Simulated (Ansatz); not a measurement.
A structure relaxed at r2SCAN-D4/def2-SVP in Ansatz, charge 0, singlet:

```xyz
7

Sn    0.946   -0.117    1.891
Sn   -1.377    0.123   -1.567
Sn    1.369   -1.299   -1.769
Sn   -1.629    2.488    0.148
Te   -1.970   -0.156    1.308
Te    1.534   -2.613    0.660
Te    1.127    1.574   -0.670
```

Problem. Give its formula.

Solution. the cluster Sn4Te3.

Problem. Summarise the bond lengths by kind (pairs closer than 1.2 times the sum of covalent radii, bridged metal pairs left out).

Solution. 9 × Sn–Te 2.77 to 3.09 Å.

In the def2 sets Sn, Te take a core potential; there is no spin–orbit coupling. The restricted singlet is unstable towards broken spin symmetry in Hartree–Fock (as tested in another run); at r2SCAN-D4/def2-SVP this wasn't settled. Another isomer (singlet) lies 0.86 eV lower at PBE0-D4/def2-TZVP; other spin states weren't run for this one.
